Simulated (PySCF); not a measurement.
**SMILES C1=CC=C(N(C)C)B1, C₆H₁₀BN**

Molfile (atoms numbered from 1):
```
C6H10BN
     RDKit          3D

 18 18  0  0  0  0  0  0  0  0999 V2000
   -1.8104   -1.3217   -0.5149 C   0  0  0  0  0  0  0  0  0  0  0  0
   -1.1379   -0.0665   -0.2907 N   0  0  0  0  0  0  0  0  0  0  0  0
   -1.9593    1.1102   -0.1532 C   0  0  0  0  0  0  0  0  0  0  0  0
    0.2054   -0.0304   -0.3204 C   0  0  0  0  0  0  0  0  0  0  0  0
    1.0529   -1.0913   -0.5430 C   0  0  0  0  0  0  0  0  0  0  0  0
    2.4201   -0.6116   -0.4596 C   0  0  0  0  0  0  0  0  0  0  0  0
    2.5750    0.7336   -0.1864 C   0  0  0  0  0  0  0  0  0  0  0  0
    1.1737    1.2810   -0.0598 B   0  0  0  0  0  0  0  0  0  0  0  0
   -1.4160   -2.0928    0.1671 H   0  0  0  0  0  0  0  0  0  0  0  0
   -2.8876   -1.2100   -0.3368 H   0  0  0  0  0  0  0  0  0  0  0  0
   -1.6562   -1.6791   -1.5489 H   0  0  0  0  0  0  0  0  0  0  0  0
   -1.3239    1.9818    0.0354 H   0  0  0  0  0  0  0  0  0  0  0  0
   -2.5466    1.2981   -1.0698 H   0  0  0  0  0  0  0  0  0  0  0  0
   -2.6669    0.9999    0.6860 H   0  0  0  0  0  0  0  0  0  0  0  0
    0.7892   -2.1264   -0.7583 H   0  0  0  0  0  0  0  0  0  0  0  0
    3.2601   -1.3027   -0.6121 H   0  0  0  0  0  0  0  0  0  0  0  0
    3.5502    1.2118   -0.1014 H   0  0  0  0  0  0  0  0  0  0  0  0
    0.7893    2.4022    0.1810 H   0  0  0  0  0  0  0  0  0  0  0  0
  1  2  1  0
  2  3  1  0
  2  4  1  0
  4  5  2  0
  5  6  1  0
  6  7  2  0
  7  8  1  0
  8  4  1  0
  1  9  1  0
  1 10  1  0
  1 11  1  0
  3 12  1  0
  3 13  1  0
  3 14  1  0
  5 15  1  0
  6 16  1  0
  7 17  1  0
  8 18  1  0
M  END
```

Theory: PySCF 2.14.0, TDDFT CAM-B3LYP/aug-cc-pVDZ excited states, vertical, gas phase. Geometry: PBE0-D3(BJ)/def2-SVP.

How strongly do the lowest singlets absorb one photon, and two photons of half the energy?

δ for parallel linear polarisation; σ at the peak of a Lorentzian of half width 0.1 eV, single beam; Ω is circular over linear.
| state | E (eV) | f | photon λ (nm) | δ (au) | σ (GM) | Ω | main |
| --- | --- | --- | --- | --- | --- | --- | --- |
| S1 | 1.51 | 0.023 | 1639 | 111 | 0.09 | 0.69 | HOMO→LUMO 0.98 |
| S2 | 4.26 | 0.009 | 583 | 120 | 0.80 | 1.50 | HOMO→LUMO+1 0.75, HOMO→LUMO+2 0.10 |
| S3 | 4.69 | 0.002 | 528 | 2.65 | 0.02 | 0.73 | HOMO−2→LUMO 0.95 |
| S4 | 4.74 | 0.003 | 523 | 132 | 1.09 | 1.50 | HOMO→LUMO+2 0.64, HOMO→LUMO+3 0.14 |
| S5 | 4.92 | 0.021 | 504 | 31.4 | 0.28 | 1.49 | HOMO→LUMO+3 0.66, HOMO→LUMO+2 0.14 |
| S6 | 4.96 | 0.012 | 500 | 43.5 | 0.39 | 0.23 | HOMO−3→LUMO 0.85 |

Among these, the strongest one-photon state is S1, the strongest two-photon state S4, with a dipole change of 3.6 D (relaxed, norm of the difference vector). Half the energy of S2, S3, S4, S5, S6 comes within 0.4 eV of the allowed S1 or passes it, which inflates δ.
